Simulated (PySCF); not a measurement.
PySCF 2.14 output of a UHF calculation on a single atom or ion in x2c-TZVPPall (11s7p7d4f2g, 113 functions), with scalar relativity by spin-free X2C-1e:

```
SCF conv_tol = 1e-09
number electrons alpha = 29  beta = 27
cycle= 1 E= -8855.67628580829  delta_E= -0.0062  |g|= 0.0235  |ddm|= 0.0707
cycle= 2 E= -8855.67638629724  delta_E= -0.0001  |g|= 0.00415  |ddm|= 0.0131
cycle= 3 E= -8855.67641139261  delta_E= -2.51e-05  |g|= 0.00219  |ddm|= 0.0123
cycle= 4 E= -8855.67644367814  delta_E= -3.23e-05  |g|= 0.00223  |ddm|= 0.0174
cycle= 5 E= -8855.67644908232  delta_E= -5.4e-06  |g|= 0.00229  |ddm|= 0.0026
cycle= 6 E= -8855.67638425536  delta_E= 6.48e-05  |g|= 0.000883  |ddm|= 0.0467
cycle= 7 E= -8855.67637700722  delta_E= 7.25e-06  |g|= 0.000117  |ddm|= 0.0212
cycle= 8 E= -8855.67637700604  delta_E= 1.19e-09  |g|= 2.35e-05  |ddm|= 0.00109
cycle= 9 E= -8855.6763770061  delta_E= -6.37e-11  |g|= 6.56e-06  |ddm|= 0.000181
converged SCF energy = -8855.6763770061  <S^2> = 2.0010973  2S+1 = 3.0007315
```

The run itself started from symmetry-adapted Hartree-Fock orbitals and held the occupation by maximum overlap, so the iterations belong to that start.

Which element, charge and spin multiplicity is this?

Ce²⁺ (cerium, charge +2), multiplicity 3; the state was [Xe] 4f1 6s1, high-spin 3F determinant (an excited configuration).

Spin-orbit coupling, absent here, splits the open shell strongly.
